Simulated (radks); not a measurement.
Charge is removed step by step from the 6s1/2 level of Pm, starting from [Xe] 4f5 6s2. Method: Dirac Kohn-Sham, PBE, spin-unpolarised, spherical densities, point nucleus; open shells fill j = l - 1/2 first; computed with a radial shooting solver on a logarithmic mesh with Libxc functionals.

removed (e),E - E(0) (eV),eigenvalue (eV),E minus straight line (eV)
0,0.000,-3.537,0.000
0.1,0.376,-3.984,-0.211
0.2,0.797,-4.439,-0.376
0.3,1.264,-4.901,-0.496
0.4,1.777,-5.369,-0.570
0.5,2.338,-5.843,-0.596
0.6,2.946,-6.323,-0.575
0.7,3.603,-6.809,-0.505
0.8,4.308,-7.301,-0.386
0.9,5.063,-7.798,-0.218
1,5.868,-8.300,0.000

Removing the whole electron costs 5.868 eV by Delta-SCF, against 3.537 eV from minus the eigenvalue at the starting occupation. Slater's transition state (half an electron removed) gives 5.843 eV. Integrating minus the eigenvalue over the occupation (Janak's theorem) gives 5.868 eV. The mean slope of the eigenvalue, de/dn, is 4.76 eV per electron. Ionisation energy of Pm in the NIST Atomic Spectra Database: 5.582 eV (measured).

Beside tabulated values, note that spin-unpolarised runs miss the spin-polarisation part of the exchange energy of open shells.
